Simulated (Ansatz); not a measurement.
Process, species as SMILES: F[Si](F)Br → F[Si](F)Br as singlet, charge +1 + e-
Geometries: B3LYP-D3(BJ)/def2-TZVP minima from Ansatz (a program for electronic structure).
Geometry of the first species:
SMILES: [Si](F)(F)Br
```xyz
4

Si    -1.0205     0.2091    -0.0849
F     -1.6132    -0.3858     1.2686
F     -1.4826    -0.7715    -1.2519
Br     1.2042     0.2139     0.0297
```
Charge 0, spin multiplicity 2.

Property: adiabatic ionisation energy (electronic energy difference), in eV. Valence correlation only, unless marked. UHF or UKS for open shells. Spin-orbit coupling is left out. The frozen core is the preceding noble-gas configuration, with the filled d and f shells of earlier blocks. Non-relativistic. Basis-set limits of correlation are two-point, X^-3; Hartree-Fock from the larger set. [CCSD(T)-MP2]/basis is that difference in the basis named.

```tsv
level	program	adiabatic ionisation energy (eV)
HF/def2-TZVPP	Ansatz	8.13
SVWN5/def2-TZVPD	Ansatz	8.39
r2SCAN-D4/def2-TZVPD	Ansatz + dftd4	8.50
B97M-V/def2-TZVPD	Ansatz	8.26
B3LYP-D4/def2-TZVPD	Ansatz + dftd4	8.53
PBE0-D3(BJ)/def2-TZVP	Ansatz + dftd3	8.46
PBE0-D3(BJ)/def2-TZVPD	Ansatz + dftd3	8.48
PBE0-D4/def2-TZVP	Ansatz + dftd4	8.46
PBE0/def2-TZVP	Ansatz	8.46
BHLYP-D4/def2-TZVPD	Ansatz + dftd4	8.46
BHLYP/def2-TZVPD	Ansatz	8.45
HSE06-D3(BJ)/def2-TZVPD	Ansatz + dftd3	8.47
CAM-B3LYP-D3(BJ)/def2-TZVPD	Ansatz + dftd3	8.53
CAM-B3LYP/def2-TZVPD	Ansatz	8.53
B2PLYP-D3(BJ)/def2-TZVPD	Ansatz + dftd3	8.35
MP2/6-31G	Ansatz	9.25
MP2/6-31G*	Ansatz	8.16
SCS-MP2/STO-3G	Ansatz	4.84
CCSD(T)/STO-3G	Ansatz	4.68
CCSD(T)/6-31G	Ansatz	9.29
RI-MP2/CBS(def2-TZVPP,def2-QZVPP)+[CCSD(T)-MP2]/def2-TZVPP	Ansatz	8.35
```
